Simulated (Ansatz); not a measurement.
A structure relaxed at PBE-D4/def2-SVP in Ansatz, charge 0, singlet:

| atom | x (Å) | y (Å) | z (Å) |
| --- | --- | --- | --- |
| In1 | 4.239 | 0.211 | -3.773 |
| In2 | 4.206 | -0.236 | -0.805 |
| In3 | 3.438 | 0.338 | 2.140 |
| In4 | 2.487 | -0.723 | 4.986 |
| In5 | 1.972 | -1.850 | -3.011 |
| In6 | 1.581 | -1.278 | 0.182 |
| In7 | -0.026 | -1.605 | 2.892 |
| In8 | -0.920 | -2.925 | -3.004 |
| In9 | -0.934 | -3.157 | 0.277 |
| In10 | -3.433 | -4.073 | -1.813 |
| In11 | 1.952 | 1.875 | -1.825 |
| In12 | 0.664 | 1.498 | 1.027 |
| In13 | 0.617 | 1.417 | 4.000 |
| In14 | -0.413 | -0.226 | -1.864 |
| In15 | -1.872 | -0.174 | 0.803 |
| In16 | -3.554 | -0.893 | -1.758 |
| In17 | -1.012 | 2.815 | -1.306 |
| In18 | -1.831 | 2.598 | 2.526 |
| In19 | -3.893 | 1.777 | -0.222 |
| In20 | -3.268 | 4.609 | 0.547 |

Give its formula and point group.

In20. Point group C2 (tolerance 0.1 Å).

Summarise the bond lengths by kind (pairs closer than 1.2 times the sum of covalent radii, bridged metal pairs left out).

44 × In–In 2.97 to 3.39 Å.

In the def2 sets In takes a core potential; there is no spin–orbit coupling. Single mean-field runs in def2-SVP are fitted with def2-universal-jkfit. The restricted singlet is unstable towards broken spin symmetry in Hartree–Fock (as tested in another run); at PBE-D4/def2-SVP this wasn't settled. Another isomer (singlet) lies 0.34 eV lower at PBE0-D4/def2-TZVP; other spin states weren't run for this one.
